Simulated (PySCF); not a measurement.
F$_{7}$Re (SMILES [F][Re]([F])([F])([F])([F])([F])[F]), singlet, at a GFN2-xTB geometry (such geometries of metal compounds can be far from the true shape) (core potentials on Re). Base run: PySCF with DF-B3LYP/def2-SV(P).

Here is a job for PySCF.
```python
from pyscf import gto, scf, dft

mol = gto.Mole()
mol.atom = '''
    Re    0.00000000    0.00000000    0.00000000
    F     0.26548101    1.80612236   -0.29229660
    F     0.04380752   -0.28931968   -1.74793913
    F    -0.04380752    0.28931968    1.74793913
    F    -1.65749255    0.80027314   -0.17400229
    F     0.86031045   -1.61084100    0.28818856
    F    -1.28986775   -1.31152636    0.18475728
    F     1.82156884    0.31597187   -0.00664695
'''
mol.basis = 'def2-sv(p)'
mol.ecp = {'Re': 'def2-sv(p)'}
mol.verbose = 4
mol.symmetry = True
mol.build()

mf = dft.RKS(mol)
mf.xc = 'b3lyp'
mf = mf.density_fit(auxbasis='def2-universal-jkfit')
mf.kernel()
mf.analyze()
```

Each row names what was changed in the base input (with any setting that the change needs).

| change | ΔE vs base (eV) | point group used | SCF cycles |
|---|---|---|---|
| base | 0.00 | C2v | 13 |
| irrep_nelec = A1:36 A2:4 B1:22 B2:16 | 17.63 | C2v | 21 |
| irrep_nelec = A1:36 A2:6 B1:20 B2:16 | 13.84 | C2v | 14 |
| symmetry = off | 0.00 | C1 | 13 |
| irrep_nelec = A1:32 A2:6 B1:22 B2:18 | 10.36 | C2v | 15 |
| irrep_nelec = A1:32 A2:6 B1:24 B2:16 | 15.84 | C2v | 13 |
| symmetry_subgroup = Cs | 0.00 | Cs | 13 |
| symmetry_subgroup = C2 | 0.00 | C2 | 13 |
